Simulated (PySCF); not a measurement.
PmB: energy against distance

Set-up: PySCF, spin-free X2C with a Gaussian nucleus, basis sets Pm x2c-SVPall, B x2c-SVPall. Energies in eV from Pm (4f5 6s2) + B in their ground configurations at the same level. State: nonet, about 4.7 electrons in the 4f shell (Mulliken), real f orbitals that mix terms.

All columns are PBE0. A positive dipole means Pm(−)B(+).

```csv
R (Å),E (eV),μ (D),Mulliken charge on Pm (basis-dependent),HOMO (eV),LUMO (eV),Mayer bond order,⟨S²⟩
2.003,-1.106,-3.18,0.26,-3.89,-1.78,2.14,20.00
2.096,-1.455,-3.79,0.28,-3.95,-1.79,2.08,20.00
2.189,-1.653,-4.35,0.30,-4.01,-1.81,2.02,20.00
2.259,-1.724,-4.73,0.31,-4.05,-1.83,1.99,20.00
2.329,-1.743,-5.06,0.32,-4.08,-1.85,1.95,20.01
2.399,-1.721,-5.35,0.33,-4.11,-1.87,1.91,20.01
2.492,-1.646,-5.67,0.34,-4.14,-1.90,1.86,20.01
2.608,-1.499,-5.96,0.36,-4.00,-1.93,1.79,20.01
2.748,-1.280,-6.15,0.36,-3.90,-1.97,1.68,20.01
2.934,-0.956,-6.29,0.37,-3.82,-1.99,1.51,20.01
```

A fit through these points gives, at Re = 2.324 Å, μ = -5.04 D and dμ/dR = -4.54 D/Å; the reduced mass is 10.23 u.

Task: How strong is the fundamental in the double-harmonic approximation, I = 42.26·(dμ/dR)²/μred km/mol?

Result: I = 42.26·(-4.54)²/10.23 = 85.1 km/mol at PBE0.

Spin–orbit coupling is left out, which matters for elements this heavy, above all for dissociation energies. With d or f electrons several states lie close, and the lowest PBE0 determinant need not be the measured ground state.
